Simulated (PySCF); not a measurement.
## Vibration and rotation of MoO

PBEsol constants of MoO, ⁵Π (quintet), unpaired electrons σ ↑, π ↑, δ ↑↑ (Mo def2-TZVPP with ECP28, O def2-TZVPP; scalar-relativistic core potentials (PySCF 2.14); masses 97.9054 and 15.9949 u):

* ωe: 968.5 cm⁻¹
* ωexe: 4.13 cm⁻¹
* Be: 0.42993 cm⁻¹
* αe: 0.00227 cm⁻¹
* D (centrifugal): 3.39e-07 cm⁻¹
* De to Mo (4d5 5s1) + O: 6.50 eV

(1) Give the vibrational terms G(v) and spacings up to v = 6.

(2) How well does the Morse estimate ωe²/(4ωexe) reproduce De, and what is D0?

The metal atom is held in its measured ground configuration; semilocal functionals can put another filling of s and d lower by some tenths of an eV, and De to that atom would be smaller. These are scalar-relativistic numbers at best; spin–orbit coupling would shift them, the dissociation energy most. The state is the lowest single determinant that the PBE0 search found; with open d or f shells the true ground state can be another one.

Results:

(1) G(v) = ωe(v+½) − ωexe(v+½)².

| v | G(v) (cm⁻¹) | G(v) − G(v−1) | Bv (cm⁻¹) |
| --- | --- | --- | --- |
| 0 | 483.2 |  | 0.4288 |
| 1 | 1443.5 | 960.2 | 0.4265 |
| 2 | 2395.4 | 952.0 | 0.4243 |
| 3 | 3339.2 | 943.7 | 0.4220 |
| 4 | 4274.6 | 935.5 | 0.4197 |
| 5 | 5201.8 | 927.2 | 0.4174 |
| 6 | 6120.8 | 918.9 | 0.4152 |

(2) It gives 7.04 eV, 108 % of the computed De. D0 = De − G(0) = 6.50 − 0.06 = 6.44 eV.
